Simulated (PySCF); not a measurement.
Isomers of C3H3Cl. All species are isolated molecules in the gas phase. Strings in code marks are SMILES.

Computed with PySCF with PBE-D3(BJ)/def2-TZVP // B3LYP-D3(BJ)/def2-TZVP. Excitations are Tamm–Dancoff values on a coarser integration grid. The basis has no diffuse functions, so Rydberg states are missing or too high.

```csv
species,S1–T1 gap (TDA) (eV),T1 excitation (TDA) (eV)
`C#CCCl`,0.58,4.89
`C=C=CCl`,0.44,4.10
`ClC1=CC1`,1.93,[?]
```

Fill in the missing entries.


- `ClC1=CC1`, T1 excitation (TDA) (eV): 4.13
